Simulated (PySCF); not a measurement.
# One molecule, several mistakes: AlH4N2Si cation

These are calculations, not measurements. They come from PySCF 2.14.0, an open-source quantum chemistry program, on an isolated molecule that a program drew, which may never have been made. The molecule is AlH4N2Si cation (charge +1, singlet), drawn as the SMILES string `[NH]=[Al][NH][SiH2+]`.

Each row is a Hartree-Fock (HF) and frozen-core CCSD(T) single point in the cc-pV(D+d)Z basis, meant for a local HF minimum. Run 1 is clean. Each other run has one planted mistake out of seven kinds, and not every kind appears here: one electron removed, one electron added, multiplicity raised by two, geometry at a saddle point, minimal basis STO-3G, one bond length entered in bohr, all coordinates scaled. The reference is restricted for singlets and unrestricted otherwise, and also for a bond in bohr. Adding or removing an electron swaps singlet and doublet. Electrons count all cores. HOMO and LUMO are orbital energies over both spins, the gradient is its largest component, and the lowest frequency (negative if imaginary) is given only where the gradient is small. Bond lengths are over the 7 bonds as drawn. T1 is the CCSD diagnostic: over 0.02 (restricted) or 0.045 (unrestricted) a single reference is doubtful.

Geometry of the clean run:
```xyz
8
AlH4N2Si cation, angstrom
N    -1.0519    1.5811    1.9194
Al   -0.6832    0.0408    1.6859
N     0.0794   -1.2065    0.5597
Si    0.7620   -0.9319   -0.9074
H    -1.4437    2.3158    2.4669
H     0.0872   -2.1718    0.8647
H     0.7864    0.4357   -1.4104
H     1.3200   -2.0488   -1.6615
```

```
run  electrons  basis functions  <S^2>  HOMO (eV)  LUMO (eV)  gradient (hartree/bohr)  lowest frequency (cm^-1)  mean bond (Å)  longest bond (Å)      T1  HF (hartree)  CCSD(T) (hartree)                     mistake
  1         44               94  0.000     -13.14      -4.73                  2.1e-05                        60         1.4304             1.845  0.0296    -641.80345         -642.33956                    no fault
  2         44               32  0.000      -9.59      -0.98                  5.4e-02                         -         1.4304             1.845  0.0452    -634.18174         -634.46200        minimal basis STO-3G
  3         43               94  0.766     -21.39      -9.75                  9.4e-02                         -         1.4304             1.845  0.0178    -641.41178         -641.87685        one electron removed
  4         44               94  2.010     -11.41      -4.34                  1.2e-01                         -         1.4304             1.845  0.0420    -641.79863         -642.27451  multiplicity raised by two
  5         45               94  0.852      -5.29      -0.42                  5.7e-02                         -         1.4304             1.845  0.0399    -641.96714         -642.51324                           ?
```

**Which mistake was planted in run 5, and what did it cost?**

It counts 45 electrons, one more than the clean run, at the same geometry and basis. So the mistake is: one electron added. Subtracting run 1 and multiplying by 627.51 kcal/mol a hartree, the energy moved by -102.7 kcal/mol in HF and -109.0 kcal/mol in CCSD(T).

Cautions from the logs. Run 1: T1 is over the limit, so its CCSD(T) energy is less reliable; run 2: T1 is over the limit, so its CCSD(T) energy is less reliable.
